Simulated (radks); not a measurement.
Removal energies from the selenium ion Se9+, [Ar] 3d7, by Delta-SCF beside the eigenvalue of the level emptied. Calculated with a radial shooting solver on a logarithmic mesh with Libxc functionals: scalar-relativistic Kohn-Sham, LDA (Slater exchange, Perdew-Wang correlation), spin-polarised, spherical densities, finite nucleus; Fermi nuclear charge, rms radius of each element as measured or else 0.836 A^(1/3) + 0.57 fm. Open shells are filled with parallel spins first.

removed from,final configuration,Delta-SCF (eV),-eigenvalue (eV)
3d,[Ar] 3d6,256.87,238.92
3p,[Ne] 3s2 3p5 3d7,356.77,339.12
3s,[Ne] 3s1 3p6 3d7,417.64,399.88
2p,[He] 2s2 2p5 3s2 3p6 3d7,1666.2,1619.1
